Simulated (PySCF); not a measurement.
Species: C₅H₁₃NOSi.
Numbering: `[CH3:1][CH2:2][C@@H:3]1[CH2:4][CH2:5][O:6][Si@@H:7]1[NH2:8]`

Geometry (GFN2-xTB, Å), atoms numbered from 1 in this order:
```xyz
21
C5H13NOSi angstrom
C      2.0208    1.2886   -0.3530
C      1.3855   -0.0904   -0.2415
C      0.3281   -0.1510    0.8607
C     -0.1658   -1.5834    1.0905
C     -1.2713   -1.8626    0.0727
O     -2.0464   -0.7049   -0.1165
Si    -1.3378    0.6695    0.4150
N     -1.3160    1.7628   -0.9176
H      1.2691    2.0254   -0.6201
H      2.7966    1.2903   -1.1160
H      2.4702    1.5793    0.5949
H      0.9345   -0.3559   -1.1995
H      2.1676   -0.8266   -0.0273
H      0.7786    0.2204    1.7835
H      0.6344   -2.3204    1.0027
H     -0.5932   -1.6562    2.0924
H     -1.9356   -2.6645    0.4087
H     -0.8429   -2.1506   -0.8938
H     -2.0438    1.1465    1.6116
H     -2.0743    1.6631   -1.5740
H     -1.1673    2.7376   -0.7191
```

NICS is the negative of the GIAO shielding at a point without a nucleus: at the ring centre (0) and 1 Å above and below it (1); zz is the component along the ring normal. Level: GIAO PBE0/pcSseg-1 (PySCF, non-relativistic, gas phase) on the GFN2-xTB geometry, one conformer.

Ring bond lengths (Å), with Mayer bond orders in brackets: C3–C4 1.532 (1.02), C4–C5 1.528 (1.03), C5–O6 1.406 (0.90), O6–Si7 1.635 (0.99), Si7–C3 1.910 (0.84).

Q: What do the NICS probes read (ppm)?

A: 
| ring | type | NICS(0) | NICS(1), two faces | NICS(1)zz, two faces | rms pucker (Å) | centre to ring atoms, mean (Å) |
| --- | --- | --- | --- | --- | --- | --- |
| C3–C4–C5–O6–Si7 | 5-membered ring with O and Si; formal bonds all single | -5.5 | -3.5 / -2.5 | -4.5 / -2.5 | 0.17 | 1.34 |

Q: What can be read from them?

A: 
- C3–C4–C5–O6–Si7: mean NICS(1)zz -3.5 ppm, shielded. C3, C4, C5, Si7 have four or more neighbours; no verdict on aromaticity is drawn.

Q: What is the mean of the two in-plane components of NICS at the second NICS(1) probe listed for ring C3–C4–C5–O6–Si7, 1 Å off the ring?

A: The isotropic value is a third of the trace: (3 × -2.5 − (-2.5))/2 = -2.5 ppm.

Q: List the ring angles and the Hirshfeld charges of the ring atoms.

A: 
- C3–C4–C5–O6–Si7: C3 98.9° (-0.119 e), C4 107.7° (-0.076 e), C5 109.7° (+0.004 e), O6 114.2° (-0.243 e), Si7 95.3° (+0.438 e); sum 525.9° against 540° for a flat convex ring.
